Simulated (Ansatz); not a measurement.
Gas-phase reaction in SMILES: OB(O)O[SiH3] → [O]B(O)O + [SiH3] (SiH3) (the O-Si bond at the site shown breaks; other sites are not compared here)
Structures are relaxed separately at B3LYP-D3(BJ)/def2-TZVP in Ansatz (a program for electronic structure), one conformer each, not searched for the lowest.

Wanted: bond dissociation energy (electronic energy difference), in kcal/mol. Correlated levels leave the core frozen unless marked. Open shells are spin-unrestricted. Spin-orbit coupling is left out. Non-relativistic unless marked X2C. CBS marks a two-point X^-3 extrapolation of the correlation energy; Hartree-Fock from the larger set. The bracket is a focal-point correction in the basis named.

| level | program | bond dissociation energy (kcal/mol) |
|---|---|---|
| HF/STO-3G | Ansatz | 88.6 |

Question: What does RI-MP2/CBS(cc-pV(T+d)Z,cc-pV(Q+d)Z)+[CCSD(T)-MP2]/cc-pV(T+d)Z (Ansatz) give?

Answer: 131.1 kcal/mol
